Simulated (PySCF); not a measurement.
Cartesian coordinates (Å):
```xyz
4

In    -0.0001    -0.0002    -0.0003
H     -0.0645     1.7315     0.0172
H     -1.4676    -0.9218    -0.0098
H      1.5323    -0.8095    -0.0070
```
Charge 0, multiplicity 1.

**Question.** What is the computed LUMO, HOMO–LUMO gap and dipole moment (PBE0-D4/def2-TZVP // PBE0-D4/def2-SVP in PySCF 2.14.0)?

**Answer.** 
```
Item              Result
-------------  ---------
LUMO            -1.90 eV
HOMO–LUMO gap    6.26 eV
dipole moment  0.000 e·Å
```
